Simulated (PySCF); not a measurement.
Harmonic spectrum computed at PBE0 in the def2-TZVP basis family (core potentials from Rb on, PySCF, no spin–orbit coupling):

| ω (cm⁻¹) | IR (km/mol) |
| --- | --- |
| 461 | 13.7 |
| 911 | 13.2 |
| 1781 | 92.6 |

Task: Which molecule gave it? In each, all ligands are bound to the one heavy central atom.
A. HPO (singlet)
B. HSnO (doublet)
C. HGaO (singlet)
D. HGeO (doublet)
E. HInO (singlet)

Result: D. It has Cs symmetry with Ge–H 1.599 Å, Ge–O 1.651 Å.
